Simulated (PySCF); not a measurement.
**EPR parameters of C2H2BF2**

C2H2BF2 (doublet state).
Geometry (PBE0-D3(BJ)/def2-SVP, Å), atoms numbered from 1 in this order:
```xyz
7
C2H2BF2 angstrom
C      1.3132   -0.2562    0.5556
C      0.3755    0.1961   -0.2524
B     -1.1335   -0.0838   -0.0143
F     -1.5777   -0.7366    1.0418
F     -2.0343    0.3335   -0.8845
H      2.4017   -0.2320    0.6393
H      0.6618    0.7888   -1.1396
```

The hyperfine couplings belong to this conformer and change with its torsions.

As a line formula: `[H]/[C]=C/B(F)F` [radical].

Method used: UKS B3LYP, IGLO-III on B C F, pcH-1 on H, non-relativistic, mean-field spin-orbit, GIAO in PySCF 2.14.0. Geometry: PBE0-D3(BJ)/def2-SVP; no solvent, vibrations or thermal averaging. Stability of the SCF solution: not tested.

| Quantity | Value |
| --- | --- |
| g1, g2, g3 | 2.00132, 2.00213, 2.00312 |
| g_iso | 2.00219 |
| Form of g | rhombic: the two nearest values differ by 45 % of g3 − g1 |
| ⟨S²⟩ | 0.7604 (exact 0.7500) |
| α and β electrons | 19, 18 |
| HOMO–LUMO gap, α and β orbitals | 5.18, 5.66 eV |
| Total energy | -302.11885 Eh |

Hyperfine couplings atom by atom, in G; T1 to T3 are the principal values of the dipolar part (MHz turned into gauss with g_iso; 10 G = 1 mT):

```json
{"atom": "C1", "isotope": "13C", "a_iso": "117.0", "T1": "-29.1", "T2": "-20.8", "T3": "49.8", "Mulliken spin population": "1.01"}
{"atom": "C2", "isotope": "13C", "a_iso": "1.9", "T1": "-6.6", "T2": "1.3", "T3": "5.3", "Mulliken spin population": "-0.14"}
{"atom": "B3", "isotope": "11B", "a_iso": "22.5", "T1": "-1.5", "T2": "-0.9", "T3": "2.4", "Mulliken spin population": "0.03"}
{"atom": "F4", "isotope": "19F", "a_iso": "-1.9", "T1": "-4.6", "T2": "1.8", "T3": "2.8", "Mulliken spin population": "0.00"}
{"atom": "F5", "isotope": "19F", "a_iso": "0.3", "T1": "-4.9", "T2": "0.4", "T3": "4.5", "Mulliken spin population": "0.00"}
{"atom": "H6", "isotope": "1H", "a_iso": "21.8", "T1": "-11.3", "T2": "-2.9", "T3": "14.2", "Mulliken spin population": "0.02"}
{"atom": "H7", "isotope": "1H", "a_iso": "69.7", "T1": "-1.7", "T2": "-0.8", "T3": "2.5", "Mulliken spin population": "0.09"}
```

The Mulliken spin populations are largest on C1 (+1.01), C2 (-0.14) and H7 (+0.09). C1 is the only atom above +0.15.

Axes: g1 points within 10° of the C1–H6 bond, g2 points within 3° of the C2–H7 bond and g3 is normal to the molecular plane.

Under fast tumbling the dipolar parts average out, and these isotropic splittings remain: 1 × 1H (H7, I = 1/2, 2 lines) with 6.97 mT, 1 × 11B (B3, I = 3/2, 4 lines) with 2.25 mT, 1 × 1H (H6, I = 1/2, 2 lines) with 2.18 mT and 2 × 19F (F4/F5, I = 1/2, 3 lines) with 0.08 mT.

Class means assume fast exchange of nuclei equivalent by connectivity; if that motion is slow, each nucleus keeps its own coupling. The 19F value of -2.2 MHz is a mean of couplings from -5.3 to 0.9 MHz in this one geometry, not an average over conformers.

Main isotope only: 11B (natural samples also hold 20 % 10B, magnetic too, which adds its own pattern).

The 13C coupling of C1 (327.8 MHz) shows only in satellite lines or after enrichment, since that isotope makes up about 1.07 % of natural carbon.
